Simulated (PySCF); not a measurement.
## A survey of ³³S NMR shifts

Calculated, not measured (PySCF 2.14): GFN2-xTB structure, GIAO PBE0/pcSseg-1 shieldings. Isolated molecule, one averaged value for each set of equivalent atoms, one conformer, relativity neglected.

Shieldings were converted by a linear fit to measured shifts: ³³S: δ = 158.28 − 0.937σ (rms 33.3 ppm, 20 shifts vs sulfate, solution or neat liquid). Occasional misses reach two or three times the rms, and more in compound classes unlike the fitted ones.

Question: Give the ³³S shifts of `C=C[SiH2][C@H](C)SCC`, `CC/C=C\[SiH2]CSC`, `C[C@]1([SiH3])CCCSC1`.

Answer: 
| compound | environment | δ (ppm) |
| --- | --- | --- |
| C=C[SiH2][C@H](C)SCC | sulfide sulfur | -272 |
| CC/C=C\[SiH2]CSC | sulfide sulfur | -382 |
| C[C@]1([SiH3])CCCSC1 | sulfide sulfur | -362 |

Question: Match the shifts -223, -284, -357, -593 ppm to `C=C(SC)[Si](C)(C)C`, `CC(C)S[C@@H]1C[Si@H]1C`, `CC#CC[Si@@H](O)[SiH2]S`, `C[SiH](C)SC1(C)CC1`.

Answer: -223: CC(C)S[C@@H]1C[Si@H]1C (sulfide sulfur); -284: C=C(SC)[Si](C)(C)C (sulfide sulfur); -357: C[SiH](C)SC1(C)CC1 (sulfur bonded to C, Si); -593: CC#CC[Si@@H](O)[SiH2]S (sulfur bonded to Si, H).
